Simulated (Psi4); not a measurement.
C4H7 (SMILES [CH-]1CCC1), charge -1, singlet, at a GFN2-xTB geometry (a gas-phase anion, which may not be bound at this level). Base run: M06-2X/cc-pVDZ (Psi4 1.11).

Geometry (Å):
```xyz
11

C      0.0052     1.0993    -0.3427
C     -0.0071    -1.0187    -0.0083
C     -1.0765     0.0701     0.0852
C      1.0785     0.0552     0.0700
H      0.0163     1.9835     0.3624
H     -0.0174    -1.5264    -0.9785
H     -0.0069    -1.7908     0.7791
H     -1.4914     0.1322     1.1183
H     -1.9443    -0.0593    -0.5880
H      1.5087     0.1115     1.0972
H      1.9348    -0.0860    -0.6153
```
Charge -1, spin multiplicity 1.
All else is at Psi4's defaults (density fitting).

Variants of this job, named by their change:

```tsv
change	E (Eh)	core-seconds (rough)
base	-156.44260	10
functional = scan	-156.44337	20
functional = b2plyp	-156.32943	8
functional = wb97x	-156.48138	9
functional = b3lyp	-156.52178	8
functional = pw6b95	-156.72381	20
functional = pbe0	-156.33005	8
functional = blyp	-156.41437	8
functional = r2scan	-156.42170	20
functional = bp86	-156.51907	6
functional = svwn	-155.64548	6
functional = m06	-156.38720	20
functional = tpss	-156.55483	20
```

Totals shift with the method and basis; they matter in differences.

A gas-phase anion may not be bound at this level; its values then depend on the basis.
